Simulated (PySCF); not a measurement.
# Orbital picture of Y₂

PBE0 at R = 2.882 Å; Y def2-TZVPP with ECP28; scalar-relativistic core potentials (PySCF 2.14). State: ⁵Σu⁻ (quintet), unpaired electrons σ ↑↑, π ↑↑. Only the outer orbitals are listed.

```
spin  orbital  occ.  ε (eV)  main shells (%)
   α       σg     1   -5.94       87 s, 10 d
   α       πu     1   -4.35       86 d, 13 p
   α       πu     1   -4.35       86 d, 13 p
   α       σg     1   -3.88       87 d, 12 s
   α       σu     1   -3.74       72 s, 24 p
   α       δg     0   -1.67             99 d
   α       δg     0   -1.67             99 d
   α       πu     0   -1.32       90 p, 10 d
   β       σu     1  -28.11             99 p
   β       σg     1   -4.33            100 s
   β       σu     0   -2.04       59 s, 36 p
   β       πu     0   -1.36       74 d, 26 p
   β       πu     0   -1.36       74 d, 26 p
```

Task: Which are the highest filled and the lowest empty level, where do they sit, and how wide is the gap?

Result: Highest filled α σu at -3.74 eV (in %: 72 s, 24 p); lowest empty β σu at -2.04 eV (in %: 59 s, 36 p); the gap at PBE0 is 1.70 eV.

```json
{
  "bond order (Mayer)": "2.41",
  "⟨S²⟩": "6.009",
  "polarisability along the bond": "429.2 bohr³",
  "polarisability across the bond": "254.1 bohr³"
}
```

Spin–orbit coupling is left out. With d or f electrons several states lie close, and the lowest PBE0 determinant need not be the measured ground state.
